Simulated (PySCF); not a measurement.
Spectra and structures to be paired. Method used: TDDFT wB97X-D/def2-SVPD, vertical, gas phase, core orbitals frozen in the response in PySCF 2.14.0, density-fitted response routines. Geometries: PBE0-D3(BJ)/def2-SVP; one conformer of each isolated species. Triplets are in the Tamm–Dancoff approximation.

A. `C=CC(=C)/C=C\C`
B. `Oc1ccc(CF)cc1`
C. `OCc1ccccc1F`
D. `C=C(C[SiH3])B(O)O`
E. `O=C1C=CC(=O)C1`

Lowest singlet levels (six at most, fewer where fewer were computed) with oscillator strengths:

1. 229 nm (f 0.293); 213 nm (f 0.202); 202 nm (f 0.089); 181 nm (f 0.005); 176 nm (f 0.011); 173 nm (f 0.041); T1 3.16 eV
2. 381 nm (f 0.000); 314 nm (f 0.000); 219 nm (f 0.000); 210 nm (f 0.345); 197 nm (f 0.000); 168 nm (f 0.091); T1 2.84 eV
3. 230 nm (f 0.011); 203 nm (f 0.017); 178 nm (f 0.514); 178 nm (f 0.522); 171 nm (f 0.064); 169 nm (f 0.069); T1 4.17 eV
4. 200 nm (f 0.280); 183 nm (f 0.001); 182 nm (f 0.007); 160 nm (f 0.026); 159 nm (f 0.009); 155 nm (f 0.017); T1 3.94 eV
5. 244 nm (f 0.034); 210 nm (f 0.079); 195 nm (f 0.000); 179 nm (f 0.672); 177 nm (f 0.428); 176 nm (f 0.000)

Question: Which spectrum belongs to which structure?

Answer: 1 = A, 2 = E, 3 = C, 4 = D, 5 = B.
- A: S1 at 5.42 eV, HOMO→LUMO (78%), HOMO-1→LUMO (19%); Löwdin shares by element: HOMO carbon 73% or more (atoms not listed hold the other 27%); LUMO carbon 74% or more (atoms not listed hold the other 26%); HOMO -8.34 and LUMO 0.76 eV.
- B: S1 at 5.08 eV, HOMO→LUMO (81%), HOMO-1→LUMO+1 (16%); Löwdin shares by element: HOMO carbon 47% or more, oxygen 17% (atoms not listed hold the other 36%); LUMO carbon 71% or more (atoms not listed hold the other 29%); HOMO -8.28 and LUMO 1.24 eV; point group Cs, 2 of its 6 listed states under f = 0.0005.
- C: S1 at 5.39 eV, HOMO→LUMO (57%), HOMO-1→LUMO+1 (28%); Löwdin shares by element: HOMO carbon 70% or more (atoms not listed hold the other 30%); LUMO carbon 71% or more (atoms not listed hold the other 29%); HOMO -8.96 and LUMO 1.15 eV.
- D: S1 at 6.20 eV, HOMO→LUMO (96%); Löwdin shares by element: HOMO carbon 73%, silicon 8% (atoms not listed hold the other 18%); LUMO carbon 56% or more, boron 13%, oxygen 6% or more (atoms not listed hold the other 25%); HOMO -9.17 and LUMO 1.04 eV.
- E: S1 at 3.25 eV, HOMO→LUMO (94%); Löwdin shares by element: HOMO oxygen 62%, carbon 20% or more (atoms not listed hold the other 18%); LUMO carbon 41% or more, oxygen 28% (atoms not listed hold the other 31%); HOMO -9.54 and LUMO -1.13 eV; point group C2v, 4 of its 6 listed states under f = 0.0005.
A and C have S1 within 0.04 eV of each other; their strongest listed levels stand at 5.42 eV (f 0.293) and 6.98 eV (f 0.522).
